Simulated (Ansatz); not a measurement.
Start from `[OH][Nb]([OH])([OH])([F])[F]` and change one element to get `[OH][Ta]([OH])([OH])([F])[F]`.

Ansatz, PBE0-D4/def2-TZVP geometries, multiplicity 1. Each molecule was computed in one conformer, which needn't be the lowest.

Elements past krypton have def2 core potentials.

| property | `[OH][Nb]([OH])([OH])([F])[F]` |
| --- | --- |
| HOMO energy (B3LYP/def2-TZVPP) / eV | -9.29 |
| HOMO–LUMO gap (ωB97M-V/def2-TZVPP) / eV | 12.04 |
| HOMO–LUMO gap (PBE/def2-TZVPP) / eV | 4.92 |
| HOMO–LUMO gap (PBE0/def2-TZVPP) / eV | 7.42 |
| LUMO energy (PBE/def2-TZVPP) / eV | -2.91 |
| HOMO–LUMO gap (B3LYP/def2-TZVPP) / eV | 6.89 |

(1) What does the change do to each property? (Estimate.)

Answers

(1) Ansatz gave: 
```tsv
property	`[OH][Ta]([OH])([OH])([F])[F]`	shift
HOMO energy (B3LYP/def2-TZVPP) / eV	-9.34	-0.05
HOMO–LUMO gap (ωB97M-V/def2-TZVPP) / eV	13.02	0.98
HOMO–LUMO gap (PBE/def2-TZVPP) / eV	5.73	0.81
HOMO–LUMO gap (PBE0/def2-TZVPP) / eV	8.35	0.93
LUMO energy (PBE/def2-TZVPP) / eV	-2.11	0.80
HOMO–LUMO gap (B3LYP/def2-TZVPP) / eV	7.81	0.92
```

With PBE0 the HOMO falls by 0.06 eV and the LUMO rises by 0.87 eV, so the gap widens by about 0.93 eV. PBE moves the HOMO by -0.02 eV and ωB97M-V by -0.08 eV.

B3LYP here is the variant with VWN-RPA as its local correlation; programs differ in this.
